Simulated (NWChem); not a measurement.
TiF3, doublet; SMILES [Ti]([F])([F])[F]

All runs: NWChem. Pople sets run with spherical d functions. Spin-unrestricted. In the optimisation the excess spin sits in a' (C3h, its own frame). Coordinates come from a PBE-D3(BJ)/def2-SVP, spin-unrestricted optimisation. This spin state was assumed; another may lie lower. No stability test was run on the SCF state.

Among these, which level gives the lowest value of “highest occupied level (eV)”?
A) N12/6-31G*
B) MPW1K/6-31G*
C) PBE0/6-31G*
D) B3LYP/6-31G*

B, MPW1K/6-31G*. Values: MPW1K/6-31G* -8.38; PBE0/6-31G* -6.68; B3LYP/6-31G* -6.32; N12/6-31G* -4.60
